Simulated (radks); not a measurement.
Results of a calculation; reference values are marked as such.
Problem. The table gives one normalised radial function P(r) = r R(r) of Sn4+ in [Kr] 4d10 (r in bohr). Code: a radial shooting solver on a logarithmic mesh with Libxc functionals. Model: scalar-relativistic Kohn-Sham, B86b exchange with PBE correlation, spin-polarised, spherical densities, finite nucleus; Fermi nuclear charge, rms radius 4.6519 fm.

r,P
0.001308,0.0696
0.001487,0.0777
0.00169,0.0866
0.001921,0.0963
0.0022,0.1077
0.002501,0.1193
0.002842,0.1319
0.00323,0.1455
0.003701,0.1609
0.004207,0.1762
0.004781,0.1922
0.005434,0.2086
0.006225,0.2261
0.007075,0.2423
0.008042,0.2577
0.00914,0.2714
0.01047,0.2834
0.0119,0.2909
0.01353,0.2937
0.01537,0.2902
0.01761,0.2780
0.02002,0.2568
0.02275,0.2247
0.02586,0.1803
0.02963,0.1190
0.03367,0.0479
0.03827,-0.0349
0.04349,-0.1265
0.04983,-0.2283
0.05664,-0.3209
0.06437,-0.4014
0.07316,-0.4589
0.08382,-0.4818
0.09526,-0.4564
0.1083,-0.3776
0.1231,-0.2436
0.141,-0.0480
0.1602,0.1689
0.1821,0.3904
0.207,0.5817
0.2371,0.7096
0.2695,0.7239
0.3063,0.6146
0.3482,0.3817
0.3989,0.0257
0.4533,-0.3629
0.5152,-0.7420
0.5856,-1.0519
0.6709,-1.2531
0.7625,-1.2986
0.8667,-1.2137
0.985,-1.0330
1.128,-0.7892
1.283,-0.5588
1.458,-0.3608
1.657,-0.2112
1.898,-0.1064
2.157,-0.0494
2.452,-0.0201
2.787,-0.0071
3.193,-0.0019
3.629,-0.0005

Which n and l does it have? It may be an empty orbital.

Solution. n = 4, l = 0: the number of nodes gives n - l - 1 = 3, the rise at small r (about r^(l+1), flatter next to the nucleus through relativity) gives l, and the extent must fit the shell. The curve is that of 4s. 4s: eigenvalue -176.37 eV, 3 radial nodes at r = 0.0363, 0.145, 0.402 bohr, <r> = 0.818 bohr, 90 % of the charge inside 1.18 bohr.
